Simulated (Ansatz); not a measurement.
Mulliken charges of `[OH][Ta](=[S])([Cl])[Cl]` from ωB97M-V/def2-TZVPP in Ansatz (PBE0-D4/def2-TZVP geometry).

```tsv
atom	x (Å)	y (Å)	z (Å)	charge (e)
O1	-0.890	0.588	1.047	-0.350
Ta2	0.155	-0.076	-0.354	0.689
S3	1.557	-1.487	0.455	-0.180
Cl4	-1.192	-1.141	-1.861	-0.187
Cl5	1.301	1.647	-1.323	-0.187
H6	-0.889	0.406	1.989	0.214
```

Question: By hand: the dipole of these point charges (1 e Å = 4.8032 D).

Answer: Σ q r = (-0.073, 0.002, 0.329) e Å, of length 0.337 e Å = 1.62 D.

Question: How does the dipole of the full density compare? (An estimate is asked.)

Answer: The calculation gave: (-0.301, 0.205, 0.333) e Å, 2.37 D; the point charges give 0.68 times that, at 37° from its direction.

Point charges leave out the atoms' own dipoles, such as those of lone pairs, and Mulliken's split depends on the basis, so the two needn't agree.
